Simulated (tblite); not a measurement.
Compound: C₅H₁₂Si₂.
SMILES with atom numbers: `[CH2:1]1[SiH2:2][CH:3]([CH:4]2[CH2:5][CH2:6]2)[SiH2:7]1` (hydrogens: H8, H9 on C1; H10, H11 on Si2; H12 on C3; H13 on C4; H14, H15 on C5; H16, H17 on C6; H18, H19 on Si7)

Computed with GFN2-xTB (tblite), gas phase: Langevin dynamics at 300 K from the optimised GFN2-xTB geometry, time step 0.5 fs, friction 0.01 fs⁻¹, 2000 steps. The instantaneous temperature is 2·E(kin)/(3Nk) with all 3N coordinates.

```tsv
t (fs)	T (K)	E(pot) above start (eV)	C1–Si2 (Å)	Si2–C3 (Å)	C3–C4 (Å)	C4–C5 (Å)	C5–C6 (Å)	C1–H8 (Å)	Si2–C3–C4–C5 (°)
0	244	0.000	1.918	1.928	1.504	1.499	1.500	1.086	32
25	150	0.424	1.907	1.981	1.498	1.514	1.524	1.108	31
50	208	0.564	1.903	1.892	1.512	1.486	1.505	1.098	29
75	218	0.732	1.937	1.930	1.550	1.495	1.495	1.053	28
100	311	0.645	1.872	1.987	1.560	1.525	1.540	1.100	28
125	316	0.703	1.955	1.878	1.507	1.506	1.556	1.125	34
150	336	0.620	1.927	1.950	1.527	1.505	1.485	1.058	33
175	331	0.492	1.902	1.921	1.509	1.482	1.482	1.059	24
200	204	0.780	1.963	1.899	1.564	1.537	1.502	1.101	31
225	335	0.589	1.898	1.928	1.565	1.528	1.500	1.127	29
250	350	0.480	1.929	1.890	1.528	1.480	1.491	1.076	38
275	236	0.790	1.899	2.043	1.467	1.481	1.506	1.086	40
300	267	0.596	1.928	1.874	1.475	1.520	1.485	1.048	49
325	198	0.844	1.955	2.013	1.513	1.514	1.513	1.097	63
350	241	0.773	1.939	1.883	1.485	1.490	1.505	1.114	54
375	345	0.561	1.904	1.948	1.479	1.544	1.476	1.093	43
400	260	0.610	1.952	1.895	1.525	1.518	1.514	1.087	33
425	265	0.618	1.844	1.913	1.517	1.485	1.524	1.128	31
450	308	0.673	2.032	1.940	1.544	1.485	1.497	1.099	24
475	279	0.914	1.845	1.900	1.509	1.476	1.499	1.048	31
500	344	0.875	2.045	1.965	1.546	1.545	1.442	1.059	28
525	356	0.756	1.833	1.905	1.488	1.532	1.522	1.118	36
550	296	0.824	2.002	1.974	1.511	1.486	1.547	1.101	35
575	295	0.755	1.853	1.868	1.496	1.523	1.515	1.068	27
600	329	0.625	1.944	2.031	1.497	1.539	1.494	1.063	23
625	248	0.491	1.956	1.869	1.512	1.491	1.501	1.100	30
650	290	0.568	1.882	1.949	1.549	1.486	1.529	1.135	30
675	294	0.658	1.952	1.895	1.503	1.512	1.523	1.090	45
700	203	0.705	1.916	1.933	1.527	1.517	1.464	1.056	47
725	250	0.516	1.935	1.863	1.571	1.494	1.506	1.093	55
750	228	0.594	1.902	1.886	1.538	1.510	1.538	1.127	53
775	189	0.672	1.916	1.961	1.531	1.472	1.485	1.094	52
800	284	0.490	1.917	1.912	1.483	1.469	1.477	1.067	50
825	214	0.649	1.936	1.931	1.525	1.495	1.492	1.114	56
850	272	0.696	1.849	1.905	1.524	1.534	1.475	1.106	60
875	251	0.809	1.990	1.922	1.540	1.483	1.488	1.080	77
900	262	0.825	1.860	1.918	1.498	1.486	1.520	1.095	71
925	292	0.699	1.952	2.026	1.547	1.536	1.502	1.083	59
950	280	0.822	1.921	1.836	1.510	1.452	1.519	1.042	44
975	338	0.507	1.922	1.973	1.496	1.516	1.484	1.117	50
1000	303	0.653	1.908	1.953	1.472	1.517	1.489	1.136	34
```

Q: From 500 fs on, how do temperature and potential energy compare with equipartition?

A: The mean temperature of these 21 frames is 277 K against the target 300 K, and the mean potential energy 0.68 eV against 51 × kT/2 = 0.66 eV for 51 classical harmonic modes. For 19 atoms in a canonical ensemble the temperature itself scatters by T·√(2/(3N)) = 56 K; here its standard deviation is 44 K. The whole run lasts only 10 friction times of 100 fs, so these averages carry a wide statistical error.

Q: What are the kinetic and total energies of the listed frame with the highest potential energy?

A: The one at 475 fs, 0.914 eV above the start. Its kinetic energy is 3NkT/2 = 0.684 eV at 279 K, so the sum is 1.60 eV; over the listed frames the sum runs from 0.60 to 1.72 eV, since the thermostat adds and removes energy.

Q: How much do the listed bonds fluctuate from 500 fs on?

A: 
```csv
bond,at the start (Å),mean (Å),standard deviation (Å)
C1–Si2,1.918,1.923,0.051
Si2–C3,1.928,1.927,0.050
C3–C4,1.504,1.517,0.025
C4–C5,1.499,1.504,0.025
C5–C6,1.500,1.501,0.025
C1–H8,1.086,1.093,0.026
```

The motion is classical and holds no zero-point motion.

What follows is the cost of the whole dynamics run. On Intel Xeon Platinum 8488C, one thread, no GPU, shared host with 192 logical CPUs at a one-minute load of 35, this took 18 s of wall time and 0.18 GiB of memory at its peak.
